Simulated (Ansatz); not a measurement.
Molecule: CaCl2 (charge -1, doublet). 
Coordinates optimised at B3LYP-D3(BJ)/def2-TZVP (Ansatz, a first-principles code):
```
Ca
Cl 1 2.5518
Cl 1 2.5518 2 125.40
```
Charge -1, spin multiplicity 2.

Parts of the frozen-core correlation energy in def2-TZVPPD (Ansatz, hartree). Frozen orbitals: 19; correlated occupied orbitals by spin: 9 and 8; virtual: 110 and 111. UHF or UKS for open shells. No spin-orbit coupling. No relativistic terms.

| term | value |
|---|---|
| reference (HF) | -1596.00754 |
| MP2 opposite-spin | -0.30572 |
| MP2 same-spin | -0.10471 |
| CCSD correlation | -0.44311 |
| (T) | -0.01808 |
| T1 diagnostic | 0.011 |
| largest doubles amplitude | 0.016 |
| <S^2> of the reference | 0.750 |
